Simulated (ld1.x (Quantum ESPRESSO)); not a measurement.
## What one change does to a pseudopotential (platinum (Pt), TM)

ld1.x (Quantum ESPRESSO) 7.5 input, shortened:

```
&input
   title='Pt', zed=78., rel=1, dft='PBESOL', iswitch=3,
   config='[Xe] 4f14 5d9 6s1 6p0'
 /
 &inputp
   pseudotype=2, tm=.true., lloc=1,
   nlcc=.false.
 /
3
6S  1  0   1.00   0.00  2.05  2.05  0.0
5D  3  2   9.00   0.00  1.80  1.80  0.0
6P  2  1   0.00   0.00  3.85  3.85  0.0
 &test
   configts(1)='5d9 6s1 6p0'
 /
```

Change: local potential all-electron potential smoothed inside 3.05 bohr (lloc = -1).

Cutoffs: the cutoffs (Ry, on a coarse ladder) from which the occupation-weighted sum of valence levels, in a spherical-Bessel basis at the reference potential, stays within 10 and 1 mRy of its value at 400 Ry; they do not see the model core or the augmentation charge, which bear on the density cutoff. Errors are all-electron minus pseudo energies relative to the spin-unpolarised reference configuration.

How do hardness, ghosts and transferability respond?

The potential gets neither clearly harder nor softer (40 Ry and 50 Ry → 40 Ry and 50 Ry); of the 7 tests that both files solve, the error grows in 0 and shrinks in 6 by more than 15 % and 0.3 meV (median size 71.1 → 46.4 meV); neither file shows a bound ghost.

| quantity | base | changed |
| --- | --- | --- |
| cutoff, loose | 40 Ry | 40 Ry |
| cutoff, tight | 50 Ry | 50 Ry |
| bound ghosts | none | none |
| error for 5d9 6s0 6p0, meV [ΔE 9.23 eV] | -9.9 | -8.4 |
| error for 5d8 6s0 6p0, meV [ΔE 29.22 eV] | -138 | -54 |
| error for 5d7 6s0 6p0, meV [ΔE 61.47 eV] | -570 | -266 |
| error for 5d9 6s0.5 6p0, meV [ΔE 3.71 eV] | -2.6 | -2.8 |
| error for 5d6 6s0 6p0, meV [ΔE 107.15 eV] | -1321 | -696 |
| error for 5d10 6s0 6p0, meV [ΔE -0.01 eV] | -71 | -46 |
| error for 5d8 6s1 6p0, meV [ΔE 11.20 eV] | -63 | -42 |
| s: phases at 4.21 bohr within 0.05 rad from the reference energy up to (Ry; the scan ends near 5) | 0.4 | 0.9 |
| p: phases at 4.21 bohr within 0.05 rad from the reference energy up to (Ry; the scan ends near 5) | 1.1 | 1.1 |
| d: phases at 4.21 bohr within 0.05 rad from the reference energy up to (Ry; the scan ends near 5) | 0.4 | 0.5 |
